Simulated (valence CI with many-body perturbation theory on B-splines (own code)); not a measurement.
**V⁸⁺: magnetic and hyperfine properties of the levels**

Computed by valence CI with perturbative core correlation (CI+MBPT): five valence electrons over a frozen Dirac-Fock core [Ne], radial functions for each j: 9 s, 9 p, 8 d, 6 f, 3 g, 1 h, with the one-electron correlation potential Σ1, the two-electron term Σ2, the three-electron term Σ3, Breit, model QED; selected CI, second order for the rest, scaled by the run's own slope (own B-spline code, finite nucleus).

No measured levels were compared; by estimate levels of excited configurations hold to 0.05 to 0.15 % of their energy, terms of the ground configuration to about 0.5 %. Among the levels kept, up to 700 cm⁻¹ of a level comes from second order outside the variational space, and about a tenth of that is noise between levels of different J, which matters for small intervals.

A/g_I is the dipole constant over the nuclear g factor μ/I (μ in nuclear magnetons, uniformly magnetised nucleus), B/Q the quadrupole constant per barn. Both hold the static response of the core; the bare values leave it out. Large factors of s and p1/2 electrons are usually good to 5 to 10 %; those of open d and f shells near neutrality can be off by tens of per cent, and small factors of p3/2, d and f electrons come from cancelling terms and can be off by a factor of two or in sign, in half-filled shells by more. B is blank for J = 1/2, where it vanishes, and for nearly pure S terms. Energies count from the lowest level.

Names give the largest LS component (configuration and term), which can be under half, so a name can repeat, a term be missing and a line seem to break the LS rules; names also repeat where a configuration has a term twice. Letters in brackets count levels of one name in rising energy.

```tsv
Level	E (cm⁻¹)	g	A/g_I (MHz)	A/g_I bare	B/Q (MHz/b)	B/Q bare
3s2 3p3 4S°_3/2	0	1.995	432	585		
3s2 3p3 2D°_3/2	34937	0.834	2550	2410	2780	2620
3s2 3p3 2D°_5/2	36552	1.200	4460	4240	-34.8	-31.7
3s2 3p3 2P°_1/2	59352	0.665	12300	11500		
3s2 3p3 2P°_3/2	61542	1.306	2540	2460	-2830	-2670
3s 3p4 4P_5/2	214040	1.598	10100	9580	3920	3700
3s 3p4 4P_3/2	218780	1.733	9490	9050	-3140	-2960
3s 3p4 4P_1/2	221140	2.666	20900	19800		
3s 3p4 2D_3/2	265290	0.804	-2580	-2340	-5750	-5410
3s 3p4 2D_5/2	265970	1.202	10600	9970	-8220	-7740
3s2 3p2 3d 2P_3/2 [a]	305760	1.330	-678	-466	1850	1760
3s2 3p2 3d 2P_1/2 [a]	309370	0.884	8560	7990		
3s 3p4 2S_1/2	319570	1.783	32900	30800		
3s2 3p2 3d 4F_3/2	337740	0.412	1760	1700	-1010	-901
3s2 3p2 3d 4F_5/2	339550	1.038	1150	1190	-405	-331
3s2 3p2 3d 4F_7/2	342180	1.242	1150	1200	-1070	-944
3s2 3p2 3d 4F_9/2	345570	1.332	1570	1590	-3650	-3350
3s2 3p2 3d 2F_5/2 [a]	349420	0.953	2870	2760	-142	-99.8
3s2 3p2 3d 2F_7/2 [a]	351440	1.279	1250	1300	1940	1860
3s2 3p2 3d 4D_1/2	351680	0.002	4370	4100		
3s2 3p2 3d 4D_3/2	352240	1.189	2080	2090	-822	-778
3s2 3p2 3d 4D_5/2	354260	1.266	1740	1760	89.7	98.0
3s2 3p2 3d 4D_7/2	358820	1.287	1230	1270	1690	1630
3s2 3p2 3d 2G_7/2	388790	0.890	2790	2670	8330	7920
3s2 3p2 3d 2G_9/2	389990	1.113	2090	2050	9390	8920
3s2 3p2 3d 2P_3/2 [b]	399020	1.326	-710	-491	1070	1010
3s2 3p2 3d 2P_1/2 [b]	405030	0.698	6500	6010		
3s2 3p2 3d 4P_5/2	406840	1.591	726	863	366	371
3s2 3p2 3d 4P_3/2	409220	1.710	729	914	-151	-169
3s2 3p2 3d 4P_1/2	410630	2.631	2320	2440		
3s2 3p2 3d 2D_3/2 [a]	416390	0.828	1350	1370	729	726
3s2 3p2 3d 2D_5/2 [a]	422280	1.207	1410	1440	519	549
3s2 3p2 3d 2D_5/2 [b]	438540	1.200	3110	3030	1540	1440
3s2 3p2 3d 2D_3/2 [b]	438890	0.805	1760	1660	-71.4	-80.1
3s2 3p2 3d 2P_1/2 [c]	452990	0.802	-2010	-1860		
3s2 3p2 3d 2P_3/2 [c]	456630	1.328	858	965	-1810	-1710
3s2 3p2 3d 2S_1/2	458330	1.871	10100	9650		
3s2 3p2 3d 2F_5/2 [b]	459540	0.882	1100	1100	580	606
3s2 3p2 3d 2F_7/2 [b]	461100	1.142	2200	2160	-1290	-1150
3s2 3p2 3d 2D_5/2 [c]	477950	1.176	1120	1150	-631	-543
```

Problem. Take the isotope of mass number 50, with I = 6, μ = 3.3442 μN and Q = 0.21 b. What is the hyperfine structure of 3s2 3p3 2D°_5/2?

Solution. From the table A = 2490 MHz, B = -7.32 MHz. Shifts from the centre of gravity in MHz: F = 7/2: -43600, F = 9/2: -32400, F = 11/2: -18700, F = 13/2: -2490, F = 15/2: 16200, F = 17/2: 37300.
